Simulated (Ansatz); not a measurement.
Cs₃F₃⁺: single points at one geometry.

```yaml
crystal:
  periodic: [false, false, false]
  atoms:
    - {symbol: Cs, position_ang: [1.207867, 2.308231, -1.124489]}
    - {symbol: Cs, position_ang: [-2.835086, -0.358146, -0.171817]}
    - {symbol: Cs, position_ang: [1.616371, -1.966568, 1.303623]}
    - {symbol: F, position_ang: [-1.361951, 1.651843, -1.098421]}
    - {symbol: F, position_ang: [2.386513, 0.298484, 0.145385]}
    - {symbol: F, position_ang: [-1.013714, -1.933835, 0.945709]}
basis:
  gaussian: {orbitals: def2-TZVP, initial_orbitals: start.molden}
total_charge: 1
magnetization: {spin_polarized: true, initial_magnetization: 1}
hamiltonian: {xc: {name: wB97M-V}}
scf: {omitted_lower_state_checks: [starts]}
output: {orbitals: {seedname: orbitals}}
```

The file start.molden holds the orbitals of an earlier run on this structure, at another level or in another basis.

```sh
$ ansatz run in.yaml --threads 4 --pin off --events-out ev --progress --plain --max-ram 4787MiB
```

It prints (some lines left out):

```
Functional definition: wB97M-V
1422 factors; their error is unknown
492 factors; integrals over basis functions are off by at most 4.1e-5 eV
mean field evaluation 1: about -9790.2454 eV, gradient 7.9e0 eV
mean field evaluation 2: about -9790.2993 eV, gradient 1.0e-1 eV
mean field evaluation 4: about -9790.3283 eV, gradient 9.4e-4 eV
mean field -9790.32828983 eV, -359.7879285284 hartree, gradient 1.1e-5 eV, S^2 0.759148; 0 other end points of the search recorded, 0 dependent functions left out
reference -9790.32841932 eV, -359.7879332871 hartree; 27, 26 occupied and 153, 154 virtual orbitals, 1422 factors
Total energy: -9790.32841932 eV, -359.7879332871 hartree
Checks for a lower state left out: starts
```

Hardware: 4 threads of Arm Neoverse V1 on a shared host. Wall time 94 s, peak host memory 1.7 GiB.

The first input with `gaussian: {orbitals: def2-SVP, initial_orbitals: start.molden}`, `hamiltonian: {xc: pbe0, dispersion: d4}` (abridged; 7 s):

```
Functional definition: PBE0
mean field -9780.30075049 eV, -359.4194232545 hartree, gradient 1.8e-6 eV, S^2 0.757133
Total energy: -9780.38640078 eV, -359.4225708447 hartree
Checks for a lower state left out: starts
```

First input, but with `hamiltonian: {xc: pbe, dispersion: d4}`, `output: {forces: true, orbitals: {seedname: orbitals}}` (abridged; 7 s):

```
Functional definition: PBE
mean field -9792.30850290 eV, -359.8607000163 hartree, gradient 7.1e-6 eV, S^2 0.752067
Total energy: -9792.40599108 eV, -359.8642826410 hartree
Atom 0 force     0.066979     0.125440    -0.061138 eV/Å
Atom 1 force    -0.150104    -0.016873    -0.010086 eV/Å
Atom 2 force     0.087328    -0.103590     0.069289 eV/Å
Atom 3 force    -0.043668     0.047729    -0.032126 eV/Å
Atom 4 force     0.071170     0.007857     0.004904 eV/Å
Atom 5 force    -0.031706    -0.060563     0.029157 eV/Å
Dipole moment:    -0.008848    -0.013399     0.005869 e Å
Checks for a lower state left out: starts
```

The first input with `correlation: {method: mp2}` and without the key `hamiltonian` (abridged; 4.4 s):

```
Functional definition: HF
mean field -9741.04902504 eV, -357.9769489499 hartree, gradient 1.3e-6 eV, S^2 0.754862
3 core orbitals not correlated: weight in the atoms' cores, before any rotation towards them, 1.000 or more for the frozen orbitals, at most 0.000 for the correlated occupied ones
second order -28.61850149 eV of doubles, -0.00000000 eV of singles
Total energy: -9769.66752652 eV, -359.0286594813 hartree
Checks for a lower state left out: starts
```

As the first input, with `hamiltonian: {xc: {name: LC-wPBE}}` (abridged; 16 s):

```
Functional definition: LC-wPBE
mean field -9795.44301873 eV, -359.9758913486 hartree, gradient 1.3e-5 eV, S^2 0.758006
Total energy: -9795.44301875 eV, -359.9758913494 hartree
Checks for a lower state left out: starts
```

First input, but with `hamiltonian: {xc: pbe0, dispersion: d4}` (abridged; 17 s):

```
Functional definition: PBE0
mean field -9790.65730873 eV, -359.8000197500 hartree, gradient 1.0e-5 eV, S^2 0.757804
Total energy: -9790.74293364 eV, -359.8031664075 hartree
Checks for a lower state left out: starts
```

As the first input, with `gaussian: {orbitals: def2-SVP, initial_orbitals: start.molden}`, `correlation: {method: ccsd_t}`, `scf: {omitted_lower_state_checks: [starts, cluster_reference]}` and without the key `hamiltonian` (abridged; 2 min):

```
Functional definition: HF
mean field -9730.54940686 eV, -357.5910950987 hartree, gradient 6.2e-6 eV, S^2 0.753606
3 core orbitals not correlated: weight in the atoms' cores, before any rotation towards them, 1.000 or more for the frozen orbitals, at most 0.000 for the correlated occupied ones
second order -17.87710903 eV of doubles, -0.00000000 eV of singles
cycle   1  -18.06188546 eV  change   -1.8e-1 eV  update   1.3e-1
cycle   2  -18.43057706 eV  change   -3.7e-1 eV  update   4.7e-2
cycle   3  -18.56714349 eV  change   -1.4e-1 eV  update   3.0e-2
cycle   4  -18.58841376 eV  change   -2.1e-2 eV  update   1.3e-2
cycle   5  -18.58706111 eV  change    1.4e-3 eV  update   1.1e-2
cycle   6  -18.58742328 eV  change   -3.6e-4 eV  update   8.2e-3
cycle   7  -18.59069762 eV  change   -3.3e-3 eV  update   8.6e-3
cycle   8  -18.59610118 eV  change   -5.4e-3 eV  update   7.5e-3
cycle   9  -18.59971145 eV  change   -3.6e-3 eV  update   6.1e-3
cycle  10  -18.60481533 eV  change   -5.1e-3 eV  update   4.0e-3
cycle  11  -18.60536961 eV  change   -5.5e-4 eV  update   2.0e-3
cycle  12  -18.60521754 eV  change    1.5e-4 eV  update   1.1e-3
cycle  13  -18.60532085 eV  change   -1.0e-4 eV  update   8.9e-4
cycle  14  -18.60510312 eV  change    2.2e-4 eV  update   7.8e-4
cycle  15  -18.60577687 eV  change   -6.7e-4 eV  update   7.2e-4
cycle  16  -18.60599992 eV  change   -2.2e-4 eV  update   5.4e-4
cycle  17  -18.60601397 eV  change   -1.4e-5 eV  update   3.1e-4
cycle  18  -18.60604645 eV  change   -3.2e-5 eV  update   1.6e-4
cycle  19  -18.60599611 eV  change    5.0e-5 eV  update   8.0e-5
cycle  20  -18.60596993 eV  change    2.6e-5 eV  update   5.2e-5
perturbative correction -0.25880129 eV, -0.0095107721 hartree
Total energy: -9749.41417808 eV, -358.2843626542 hartree
Checks for a lower state left out: starts, cluster_reference
```

Geometry: PBE0-D4/def2-SVP.

In the def2 sets Cs takes a core potential; there is no spin–orbit coupling. LC-ωPBE has ω = 0.4 bohr⁻¹. Correlated methods freeze 3 core orbitals; core or outer-core shells of Cs are correlated, in sets that lack core-valence functions. At PBE-D4/def2-TZVP the gap within one spin of the charge 1 doublet nearly closes, so an electron or hole may be smeared out by delocalisation error. Another isomer (doublet) lies 0.86 eV lower at PBE0-D4/def2-TZVP; other spin states weren't run for this one.
